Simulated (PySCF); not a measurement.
# Correlation energy of Ag²⁺ (silver, charge +2)

[Kr] 4d8 5p1, one real determinant (an excited configuration). Computed with PySCF 2.14 in aug-cc-pwCVDZ-PP with ECP28MDF (6s6p5d3f, 70 functions), with a scalar-relativistic core potential. Frozen: 4s2 4p6; 9 electrons correlated.

```
  level  correlation energy (mhartree)
   CCSD                        -230.64
    (T)                          -4.46
CCSD(T)                        -235.10
```

Diagnostics: T1 = 0.0078, D1 = 0.0322, largest double amplitude 0.047.

The real determinant used has ⟨L²⟩ near 14 against 20 for a pure G term, so it mixes terms.

Cost of the coupled-cluster step: about 11 core-seconds, for 9 correlated electrons.

Iterations:

```
CC2 = 0
CCSD nocc = (np.int64(6), np.int64(3)), nmo = (66, 66)
frozen orbitals [[0, 1, 2, 3], [0, 1, 2, 3]]
max_cycle = 100
direct = 0
conv_tol = 1e-08
conv_tol_normt = 1e-06
diis_space = 8
diis_start_cycle = 0
Init t2, MP2 energy = -0.230879716229081
Init E_corr(UCCSD) = -0.230879716229816
cycle = 1  E_corr(UCCSD) = -0.228015898832396  dE = 0.0028638174  norm(t1,t2) = 0.0296504
cycle = 2  E_corr(UCCSD) = -0.229436474970411  dE = -0.00142057614  norm(t1,t2) = 0.0133884
cycle = 3  E_corr(UCCSD) = -0.230217374032597  dE = -0.000780899062  norm(t1,t2) = 0.00919912
cycle = 4  E_corr(UCCSD) = -0.230463834681608  dE = -0.000246460649  norm(t1,t2) = 0.00566472
cycle = 5  E_corr(UCCSD) = -0.230558152451192  dE = -9.43177696e-05  norm(t1,t2) = 0.0027748
cycle = 6  E_corr(UCCSD) = -0.230629466755454  dE = -7.13143043e-05  norm(t1,t2) = 0.00128386
cycle = 7  E_corr(UCCSD) = -0.230614858791559  dE = 1.46079639e-05  norm(t1,t2) = 0.000851656
cycle = 8  E_corr(UCCSD) = -0.230626214866734  dE = -1.13560752e-05  norm(t1,t2) = 0.000660288
cycle = 9  E_corr(UCCSD) = -0.230637731618526  dE = -1.15167518e-05  norm(t1,t2) = 0.000283064
cycle = 10  E_corr(UCCSD) = -0.230636525742676  dE = 1.20587585e-06  norm(t1,t2) = 9.96826e-05
cycle = 11  E_corr(UCCSD) = -0.230636635875364  dE = -1.10132688e-07  norm(t1,t2) = 2.96827e-05
cycle = 12  E_corr(UCCSD) = -0.230636509312624  dE = 1.2656274e-07  norm(t1,t2) = 6.2325e-06
cycle = 13  E_corr(UCCSD) = -0.230636530010065  dE = -2.06974409e-08  norm(t1,t2) = 1.98206e-06
cycle = 14  E_corr(UCCSD) = -0.230636521934655  dE = 8.07541048e-09  norm(t1,t2) = 8.30759e-07
UCCSD converged
E(UCCSD) = -144.8187984614261  E_corr = -0.2306365219346548
UCCSD(T) correction = -0.00445755589166906
```

The reference is one real determinant that mixes LS terms of this configuration.
